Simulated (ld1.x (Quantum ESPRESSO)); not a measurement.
**Plane-wave convergence, TM potential for manganese (Mn)**

- Element: manganese (Mn)
- Generator: ld1.x (Quantum ESPRESSO) 7.5
- Type: norm-conserving Troullier–Martins (Kleinman–Bylander form)
- Functional: PBE
- Relativity: scalar-relativistic
- Frozen core: [Ne] 3s2
- Valence charge: 13
- Reference configuration: 3p6 3d5 4s1.5 4p0 (charge +0.5)
- Partial waves: 3p (bound): rc 1.30 bohr; 3d (bound): rc 1.05 bohr; 4s (bound): rc 2.05 bohr
- Local potential: the s channel
- Core correction: none

The pseudo-atom Hamiltonian at the reference potential is diagonalised in spherical Bessel functions j_l(qr) that vanish at 20 bohr, with q² up to the cutoff. All-electron valence levels (Ry): 3p -4.3014, 4p -0.3042, 3d -0.7836, 4s -0.6159.

Task: How do the lowest levels (Ry) of each channel move with the cutoff, and are there ghosts?

Result:

| cutoff (Ry) | p #1 | p #2 | d #1 | s #1 | s #2 | f #1 | f #2 | Σ f·Δε (mRy) |
| --- | --- | --- | --- | --- | --- | --- | --- | --- |
| 8 | -0.9144 | -0.1425 | -0.0587 | -0.6118 | -0.1088 | 0.0321 | 0.1385 | 23952.0 |
| 15 | -2.4866 | -0.2290 | -0.0588 | -0.6137 | -0.1091 | 0.0321 | 0.1385 | 14516.0 |
| 21 | -3.3718 | -0.2423 | -0.0594 | -0.6155 | -0.1094 | 0.0321 | 0.1385 | 9199.1 |
| 30 | -4.0608 | -0.2487 | -0.0610 | -0.6156 | -0.1094 | 0.0321 | 0.1385 | 5057.1 |
| 45 | -4.2824 | -0.2511 | -0.0688 | -0.6158 | -0.1095 | 0.0321 | 0.1385 | 3687.6 |
| 60 | -4.3000 | -0.2513 | -0.1215 | -0.6159 | -0.1095 | 0.0321 | 0.1385 | 3318.7 |
| 80 | -4.3009 | -0.2513 | -0.3974 | -0.6159 | -0.1095 | 0.0321 | 0.1385 | 1934.3 |
| 100 | -4.3011 | -0.2513 | -0.6400 | -0.6159 | -0.1095 | 0.0321 | 0.1385 | 719.2 |
| 140 | -4.3014 | -0.2513 | -0.7732 | -0.6159 | -0.1095 | 0.0321 | 0.1385 | 51.9 |
| 200 | -4.3014 | -0.2513 | -0.7834 | -0.6159 | -0.1095 | 0.0321 | 0.1385 | 0.9 |
| 260 | -4.3014 | -0.2513 | -0.7835 | -0.6159 | -0.1095 | 0.0321 | 0.1385 | 0.5 |
| 400 | -4.3014 | -0.2513 | -0.7836 | -0.6159 | -0.1095 | 0.0321 | 0.1385 | 0.0 |

Result: no extra level below or beside the all-electron valence levels (p, d, s, f tested); 10 mRy is reached at 180 Ry and 1 mRy at 200 Ry.

Its largest configuration-test error is -1167 meV.
